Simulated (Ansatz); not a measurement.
`OB(Br)Br` and `CCB(O)Br` differ in one atom or group.

Ansatz, PBE0-D4/def2-TZVP geometries, multiplicity 1. Each molecule was computed in one conformer, which needn't be the lowest.

Scalar relativity is left out up to krypton. Spin–orbit coupling is left out; it splits and shifts lone-pair levels of the heavy atoms by tenths of an eV.

| property | `OB(Br)Br` |
| --- | --- |
| LUMO energy (ωB97M-V/def2-TZVPP) / eV | 1.38 |
| HOMO–LUMO gap (PBE0/def2-TZVPP) / eV | 7.62 |
| HOMO energy (ωB97M-V/def2-TZVPP) / eV | -10.54 |
| HOMO–LUMO gap (ωB97M-V/def2-TZVPP) / eV | 11.92 |
| HOMO energy (B3LYP/def2-TZVPP) / eV | -8.06 |
| ideal-gas entropy at 298 K and 1 bar (rigid rotor, harmonic PBE0-D4/def2-TZVP) / J/(mol·K) | 319 |

(1) What does the change do to each property? (Estimate.)

Answers

(1) Computed: 
| property | `CCB(O)Br` | shift |
| --- | --- | --- |
| LUMO energy (ωB97M-V/def2-TZVPP) / eV | 1.72 | 0.34 |
| HOMO–LUMO gap (PBE0/def2-TZVPP) / eV | 7.95 | 0.33 |
| HOMO energy (ωB97M-V/def2-TZVPP) / eV | -10.31 | 0.23 |
| HOMO–LUMO gap (ωB97M-V/def2-TZVPP) / eV | 12.02 | 0.10 |
| HOMO energy (B3LYP/def2-TZVPP) / eV | -7.79 | 0.27 |
| ideal-gas entropy at 298 K and 1 bar (rigid rotor, harmonic PBE0-D4/def2-TZVP) / J/(mol·K) | 352 | 33 |

With PBE0 the HOMO rises by 0.29 eV and the LUMO rises by 0.61 eV, so the gap widens by about 0.32 eV. PBE moves the HOMO by 0.27 eV and ωB97M-V by 0.23 eV. The zero-point energy changes by 170.5 kJ/mol with +18 modes. Modes under 60 cm⁻¹, often nearly free rotors, make the harmonic entropy too high.

B3LYP here is the variant with VWN-RPA as its local correlation; programs differ in this.
